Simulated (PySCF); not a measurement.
**Two-photon absorption: tetrahydrofurfuryl chloride, C5H9ClO**

Geometry:
| atom | x (Å) | y (Å) | z (Å) |
| --- | --- | --- | --- |
| Cl1 | 3.719 | -0.044 | 0.521 |
| C2 | 2.362 | 1.013 | 0.042 |
| C3 | 1.036 | 0.421 | 0.475 |
| C4 | 0.667 | -0.903 | -0.193 |
| C5 | -0.848 | -0.788 | -0.301 |
| C6 | -1.007 | 0.694 | -0.606 |
| O7 | 0.019 | 1.342 | 0.118 |
| H8 | 2.518 | 1.994 | 0.511 |
| H9 | 2.392 | 1.133 | -1.050 |
| H10 | 1.049 | 0.304 | 1.576 |
| H11 | 1.121 | -0.956 | -1.197 |
| H12 | 1.017 | -1.776 | 0.374 |
| H13 | -1.287 | -1.440 | -1.069 |
| H14 | -1.322 | -1.032 | 0.663 |
| H15 | -1.978 | 1.109 | -0.292 |
| H16 | -0.894 | 0.887 | -1.691 |

Level of theory: TDDFT CAM-B3LYP/aug-cc-pVDZ excited states, vertical, gas phase (PySCF). Geometry: PBE0-D3(BJ)/def2-SVP.

**Question.** Give the one- and two-photon strengths of the lowest singlets.

**Answer.** δ for parallel linear polarisation; σ at the peak of a Lorentzian of half width 0.1 eV, single beam; Ω is circular over linear.
```csv
state,E (eV),f,photon λ (nm),δ (au),σ (GM),Ω,main
S1,6.60,0.007,376,24.5,0.39,0.84,HOMO→LUMO 0.71
S2,7.04,0.002,352,53.3,0.97,0.76,HOMO→LUMO+1 0.86
S3,7.19,0.013,345,53.8,1.02,0.29,"HOMO→LUMO+2 0.41, HOMO→LUMO+4 0.14"
S4,7.39,0.004,336,47,0.94,1.50,"HOMO→LUMO+3 0.38, HOMO→LUMO+2 0.19"
S5,7.42,0.005,334,9.74,0.20,1.49,"HOMO−1→LUMO+4 0.24, HOMO−1→LUMO+5 0.15"
S6,7.48,0.007,332,3.41,0.07,1.37,"HOMO→LUMO+3 0.31, HOMO→LUMO+2 0.11"
```

Among these, the strongest one-photon state is S3, the strongest two-photon state S3, with a dipole change of 1.7 D (relaxed, norm of the difference vector).
